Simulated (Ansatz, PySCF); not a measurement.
System: BeO, charge 0, multiplicity 1. 
Coordinates optimised at B3LYP-D3(BJ)/def2-TZVP (Ansatz, a program for electronic structure):
SMILES: [O]=[Be]
```xyz
2

Be     0.0000     0.0000    -0.8844
O      0.0000     0.0000     0.4422
```
Charge 0, spin multiplicity 1.

Wanted: vertical ionisation energy (to the doublet state of charge +1; each state is the SCF solution reached for its spin; for the singlet T1 is 0.039), in eV. Cores are frozen in the correlated levels unless marked. UHF or UKS for open shells. No spin-orbit coupling. Non-relativistic. CBS marks a two-point X^-3 extrapolation of the correlation energy; Hartree-Fock from the larger set.

```
level                                 program  vertical ionisation energy (eV)  minus last row
------------------------------------  -------  -------------------------------  --------------
PBE/def2-TZVPD                         Ansatz                            10.35            0.23
r2SCAN/def2-TZVPD                      Ansatz                             9.97           -0.15
PBE0/def2-TZVPD                        Ansatz                             9.91           -0.21
BHLYP/def2-TZVPD                       Ansatz                             9.51           -0.61
CCSD/def2-SVPD                         Ansatz                             9.94           -0.18
CCSD/def2-TZVPPD                       Ansatz                             9.78           -0.34
CCSD(T)/def2-SVPD                      Ansatz                            10.12            0.00
CCSD(T)/def2-TZVPPD                    Ansatz                            10.02           -0.10
CCSD(T)/def2-QZVPPD                    Ansatz                            10.07           -0.05
CCSD(T)/CBS(def2-TZVPPD,def2-QZVPPD)   Ansatz                            10.12            0.00
```

For comparison, minus the highest occupied orbital energy (PySCF): 8.83 eV at M06-2X/def2-TZVPD, 10.60 eV at HF/def2-TZVPD, 6.29 eV at r2SCAN/def2-TZVPD.
